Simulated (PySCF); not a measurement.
This PySCF input asks for the NMR shieldings of SMILES S(C[C@@H]1C(=C)C1)[SiH3], C₅H₁₀SSi; the geometry comes from GFN2-xTB.

```python
import basis_set_exchange as bse
import numpy as np
from pyscf import gto, dft
from pyscf.prop import nmr

atoms = """
C    -1.596504    1.763045    0.849718
C    -1.472268    0.636563    0.199178
C    -2.089541   -0.541533   -0.412815
C    -0.576564   -0.367453   -0.386790
C     0.258774   -1.238300    0.508014
S     1.671252   -0.338117    1.260235
Si    2.816166    0.208191   -0.462992
H    -2.562449    2.157317    1.122029
H    -0.734283    2.338621    1.145014
H    -2.527032   -1.289535    0.234082
H    -2.600226   -0.437643   -1.359963
H    -0.093219   -0.119556   -1.327273
H     0.666341   -2.094581   -0.031082
H    -0.322851   -1.590799    1.358839
H     2.206454    1.354894   -1.129104
H     2.822225   -0.947047   -1.355649
H     4.126728    0.517962    0.077572
"""
names = dict.fromkeys(["C", "S", "Si", "H"], "pcSseg-1")
basis = {el: gto.basis.parse(bse.get_basis(n, elements=[el], fmt="nwchem")) for el, n in names.items()}
mol = gto.M(atom=atoms, basis=basis, charge=0, verbose=0)
mf = dft.RKS(mol, xc="PBE0")
mf.grids.level = 2
mf.grids.alignment = dft.numint.BLKSIZE   # the property module wants whole blocks of grid points
mf.conv_tol = 1e-9
mf.kernel()

calc = nmr.RKS(mf)   # GIAO
C = mf.mo_coeff
Co = C[:, mf.mo_occ > 0]
resp = mf.gen_response(singlet=True, hermi=2)
def vind(x):   # induced exchange potential for any number of trial vectors
    d = np.einsum("pi,xij,qj->xpq", C, 2 * x.reshape(-1, C.shape[1], Co.shape[1]), Co, optimize=True)
    return np.einsum("xpq,pi,qj->xij", resp(d - d.transpose(0, 2, 1)), C, Co, optimize=True).ravel()
mo1, _ = nmr.rhf.solve_mo1(calc, with_cphf=vind)
sigma = calc.kernel(mo1)
for i, s in enumerate(sigma):   # ppm
    print("%2d %-2s %9.2f" % (i, mol.atom_pure_symbol(i), np.trace(s) / 3))
```

Question: What are the results?

Answer: 
```
 0 C      74.46
 1 C      45.73
 2 C     172.50
 3 C     167.34
 4 C     145.05
 5 S     667.06
 6 Si    404.42
 7 H      25.82
 8 H      25.42
 9 H      30.80
10 H      30.30
11 H      30.18
12 H      28.43
13 H      29.77
14 H      26.89
15 H      27.10
16 H      27.17
```

These numbers come from an equivalent density-fitted implementation of the same equations, which agrees with the script to about 0.01 ppm for H and up to a few tenths of a ppm for heavy atoms, so last digits may differ.

Question: Turn these shieldings into chemical shifts. Shifts are taken against calculated references (same method and geometry level): TMS for 13C (σ = 186.93 ppm) and 29Si (σ = 349.16 ppm) and 1H (σ = 31.72 ppm); CS2 for 33S (σ = 503.73 ppm).

Answer: Averaging equivalent atoms: C 1: 141.2; C 0: 112.5; C 4: 41.9; C 3: 19.6; C 2: 14.4; S 5: -163; Si 6: -55.3; H 8: 6.30; H 7: 5.90; H 14/15/16: 4.66; H 12: 3.29; H 13: 1.95; H 11: 1.53; H 10: 1.42; H 9: 0.92 ppm. 

Size and cost of the density-fitted run: 183 basis functions, 51 s wall time on 1 thread of an Arm Neoverse N1, shared host; peak memory 0.83 GiB.
